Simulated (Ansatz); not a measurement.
## Two-coordinate energy map

MgBrCl (SMILES [Cl][Mg][Br]), singlet, PBE0-D4/def2-TZVP minimum:

```
3
angstrom
Cl 0.8606 1.9077 0.6714
Mg 0.0136 0.0225 0.0102
Br -0.8850 -1.9951 -0.6948
```

Rows set the bond length Mg2–Br3 (Å; 2.318 at the minimum), columns the bond length Cl1–Mg2 (Å; 2.170), set in this order; the parts move rigidly, in a bend the first-named atom's side turns in the plane, and in a torsion the whole end group turns. CCSD(T) energies count from the value at that structure, in eV. Computed with Ansatz 0.2.0 (basis: def2-TZVPP); correlated methods freeze the cores. Filled d shells of the heavier atoms are correlated. The outer core shell of Li, Na, Mg and K is correlated. The def2 sets are not built for correlating such inner shells, so the correlated values are less sure here.

```tsv
Mg2–Br3 \ Cl1–Mg2	1.953	2.016	2.109	2.217	2.337	2.467	2.604
1.994	?	1.195	1.004	0.968	1.082	1.318	1.635
2.093	0.883	0.638	0.451	0.419	0.537	0.777	1.097
2.238	0.505	0.265	0.083	0.057	0.181	0.425	0.751
2.408	0.478	?	0.065	0.045	0.174	0.424	0.755
2.596	0.728	?	0.324	0.309	0.445	0.701	1.037
2.799	1.150	0.921	0.755	0.746	0.887	1.148	1.490
3.014	1.656	?	1.267	1.263	1.409	1.675	2.021
```

Question: Fill in the withheld cells. (To be estimated.)

Answer: Computed: (1.994, 1.953): 1.443; (2.408, 2.016): 0.241; (2.596, 2.016): 0.495; (3.014, 2.016): 1.429 eV. These count from the CCSD(T) energy at the PBE0-D4 minimum.

The same grid for a cheaper method: PBE-D4 − CCSD(T), both counted from the minimum, in eV:
```tsv
Mg2–Br3 \ Cl1–Mg2	1.953	2.016	2.109	2.217	2.337	2.467	2.604
1.994	-0.002	0.000	-0.002	-0.009	-0.023	-0.043	-0.070
2.093	0.007	0.009	0.006	-0.001	-0.015	-0.035	-0.062
2.238	0.010	0.011	0.008	0.000	-0.014	-0.035	-0.062
2.408	-0.001	0.000	-0.003	-0.012	-0.027	-0.048	-0.077
2.596	-0.026	-0.025	-0.028	-0.038	-0.053	-0.076	-0.107
2.799	-0.063	-0.062	-0.066	-0.076	-0.094	-0.119	-0.153
3.014	-0.113	-0.113	-0.118	-0.130	-0.150	-0.178	-0.216
```

The T1 diagnostic stays at or below 0.010.

For scale, one of the runs: CCSD(T)/def2-TZVPP, 122 basis functions (an equivalent command: `ansatz run in.yaml --threads 2`). Hardware: 2 CPU threads, shared host. Wall time about 11 s.
